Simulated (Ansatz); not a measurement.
C₂H₆BFO, SMILES `CCOBF`. The species carries charge 0 and has multiplicity 1.

Z-matrix (Å, degrees):
```
C
C 1 1.508
H 1 1.092 2 110.9
H 1 1.092 2 110.1 3 -119.8
H 1 1.091 2 110.6 3 120.3
O 2 1.421 1 110.3 3 -63.4
H 2 1.093 1 110.7 3 178.4
H 2 1.095 1 110.9 3 58.6
B 6 1.338 2 121.8 1 112.9
F 9 1.326 6 117.7 2 -178.9
H 9 1.199 6 123.1 2 1.1
```

(1) List the harmonic frequencies (cm⁻¹, unscaled) at PBE0-D4/def2-TZVP in Ansatz. (Estimate.)

(2) Is this a minimum?

(3) Give the ideal-gas thermochemistry at 298.15 K and 1 bar (rigid rotor, harmonic oscillator; point group C1, symmetry number 1).

(4) And at 400, 500, 600, 800 and 1000 K?

Answers

(1) Ansatz gave: 62, 151, 216, 312, 409, 522, 811, 904, 919, 1060, 1101, 1128, 1173, 1253, 1325, 1386, 1412, 1474, 1477, 1490, 1519, 2620, 3045, 3056, 3093, 3135, 3142.

(2) Yes, all 27 modes are real.

(3) Zero-point energy 228.5 kJ/mol; H(298) − E = 246.9 kJ/mol; entropy 323.4 J/(mol·K), of which translation 162.8, rotation 107.1, vibration 53.4; G(298) − E = 150.4 kJ/mol. Modes under 100 cm⁻¹ are hindered rotations or soft bends, so the harmonic entropy is rough.

(4) 
```json
{"T (K)": "400", "H − E (kJ/mol)": "257.1", "S (J/mol/K)": "352.7", "G − E (kJ/mol)": "116.0"}
{"T (K)": "500", "H − E (kJ/mol)": "269.2", "S (J/mol/K)": "379.6", "G − E (kJ/mol)": "79.4"}
{"T (K)": "600", "H − E (kJ/mol)": "283.0", "S (J/mol/K)": "404.8", "G − E (kJ/mol)": "40.1"}
{"T (K)": "800", "H − E (kJ/mol)": "315.1", "S (J/mol/K)": "450.8", "G − E (kJ/mol)": "-45.5"}
{"T (K)": "1000", "H − E (kJ/mol)": "351.6", "S (J/mol/K)": "491.5", "G − E (kJ/mol)": "-139.8"}
```
